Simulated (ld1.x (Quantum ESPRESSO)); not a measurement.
Values are calculated unless marked as measured or tabulated.
Potentials for Si compared

Generated with ld1.x 7.5 (TM, RRKJ, ultrasoft, PAW), atompaw 4.2 or ONCVPSP 4.0.1. The cutoff is in Ry: for ld1.x and atompaw files where the sum of valence levels is converged to 10 mRy in a Bessel basis, for ONCV files where the hardest occupied wave has 1 mHa per electron of residual kinetic energy. The error is the largest all-electron minus pseudo excitation energy over each file’s own four to seven test configurations (ionisations up to +4, promotions, holes and added fractions of an electron), all of which were solved. The labels leave out finer settings (local radius, basis sizes, second energies), which also bear on the numbers. Spin-polarised tests are not counted. The rows are a selection from randomly drawn settings: files with unsolved tests, undetermined cutoffs or missed reference levels are left out.

| potential | cutoff (Ry) | largest error (meV) | bound ghosts |
| --- | --- | --- | --- |
| TM semilocal, LDA (PZ), scalar-relativistic, rc 1.85/1.55/1.60 (spd), local d, core correction yes, reference 3s1 3p3 | 30 | +58 | none |
| TM, PBEsol, scalar-relativistic, rc 1.60/1.70 (sp), local smoothed, core correction yes, reference 3s2 3p1.5 | 15 | +168 | none |
| TM, LDA (PZ), scalar-relativistic, rc 1.70/2.15 (sp), local smoothed, core correction yes, reference 3s2 3p2 | 15 | +66 | none |
| PAW, LDA (PZ), non-relativistic, rc 1.60/1.50 (sp), local smoothed, core correction yes, reference 3s1.5 3p2.5 | 12 | -66 | none |
| TM, PBEsol, scalar-relativistic, rc 1.95/2.20/2.05 (spd), local p, core correction yes, reference 3s1.75 3p2.25 | 15 | +46 | none |

Problem. Fill in the row for Si: TM, PBE, non-relativistic, rc 1.70/2.25/2.15 (spd), local smoothed, core correction no, reference 3s2 3p2.

Solution. cutoff 15 Ry, largest error +92 meV, bound ghosts: none.
